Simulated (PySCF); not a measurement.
# SMILES COC([SiH3])=C=C[SiH3], C₄H₁₀OSi₂

Cartesian coordinates in Å; atom numbers follow the order of the lines, from 1:
```xyz
17

C    -1.256   -1.512    0.315
O    -1.407   -0.144    0.040
C    -0.348    0.466   -0.555
Si   -0.604    2.307   -0.862
C     0.780   -0.116   -0.920
C     1.955   -0.600   -1.253
Si    3.399   -0.614   -0.056
H    -2.185   -1.850    0.792
H    -1.085   -2.090   -0.611
H    -0.406   -1.692    0.996
H     0.637    2.859   -1.476
H    -0.889    2.998    0.431
H    -1.765    2.516   -1.779
H     2.096   -1.009   -2.266
H     3.884   -2.013    0.160
H     4.542    0.181   -0.603
H     2.958   -0.031    1.245
```

The calculation used TDDFT CAM-B3LYP/aug-cc-pVDZ circular dichroism and optical rotation, one conformer, gas phase in PySCF. Geometry: PBE0-D3(BJ)/def2-SVP.

No stereocentre is labelled: unless the shape is locked (an allene, a helicene, a hindered biaryl), the mirror image is equally populated and a measured rotation or CD is zero.

Problem. Draw the ECD and absorption spectra from the lowest 12 states, each a Gaussian of half-width 0.3 eV at 1/e height.

Solution. 
```
E (eV)  λ (nm)  Δε (L mol⁻¹ cm⁻¹)  ε (L mol⁻¹ cm⁻¹)
  3.73     333              -0.04              2.58
  3.88     320              -0.17              10.7
  4.03     308              -0.41              26.7
  4.18     297              -0.63              40.4
  4.33     287              -0.58              37.2
  4.48     277              -0.32              20.8
  4.63     268              -0.11              7.03
  4.78     260              -0.02              1.49
  4.93     252              -0.01             0.917
  5.08     244              -0.11              7.31
  5.23     237              -0.64              44.4
  5.38     231              -2.29               173
  5.53     224              -4.90               505
  5.68     218              -5.72              1410
  5.83     213              -1.67              3860
  5.98     207              +6.01              8450
  6.13     202             +13.41             14400
  6.28     198             +21.80             22900
  6.43     193             +33.64             35400
  6.58     189             +34.34             44300
  6.73     184              +8.95             39100
```
Δε uses R in velocity form, ε uses f in length form. Only the states computed contribute, so the short-wavelength end is incomplete.
